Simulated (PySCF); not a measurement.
C₈H₆, SMILES C1=CC(=C2C=C2)C=C1.

Coordinates come from a B3LYP-D3(BJ)/def2-SVP optimisation.

The numbers are results of SMD-M06-2X/6-31G* run with PySCF, not measurements.

Solvation free energies are E(SMD) − E(gas) at the gas-phase geometry, for 1 M in both phases. In vacuum the dipole moment is 4.62 D.

| solvent | ΔG(solv) (kcal/mol) | its non-electrostatic (CDS) part | dipole (D) |
|---|---|---|---|
| water | -7.8 | 3.2 | 7.09 |
| acetonitrile | (withheld) | (withheld) | (withheld) |
| toluene | -9.8 | -5.0 | 5.71 |

**Question.** Fill in the missing entries. (An estimate is asked for; the answer gives what the named calculation found.)

**Answer.** 
- acetonitrile, ΔG(solv) (kcal/mol): -13.4
- acetonitrile, its non-electrostatic (CDS) part: -2.7
- acetonitrile, dipole (D): 7.02
